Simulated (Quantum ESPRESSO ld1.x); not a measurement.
Results of a calculation; reference values are marked as such.
Q: These are the eigenvalues of the occupied orbitals of an atom or ion with whole-number occupations (eV). Code: ld1.x of Quantum ESPRESSO 7.5. Model: scalar-relativistic Kohn-Sham, LDA (Slater exchange, VWN5 correlation), spin-polarised, spherical densities, point nucleus.

1s up: -70891.238
1s down: -70891.098
2s up: -13443.891
2s down: -13440.701
2p up: -11943.781
2p down: -11941.099
3s up: -4181.510
3s down: -4179.283
3p up: -3736.605
3p down: -3734.246
3d up: -3233.701
3d down: -3230.754
4s up: -1835.722
4s down: -1827.778
4p up: -1672.859
4p down: -1665.025
4d up: -1477.842

Which element is it, and in what charge state? The configuration may be excited. Open shells, if any, are filled with parallel spins first.

A: Z = 74, tungsten, charge +35: W35+ in [Kr] 4d3. The list shows which subshells hold electrons but not how many an open one holds; the 1s level, -2605.2 hartree, gives Z - s = 72.2 by -(Z - s)^2/2, which with screening and relativity narrows Z to a few neighbours, and the depths of the outer levels then fix element, charge and occupations together.
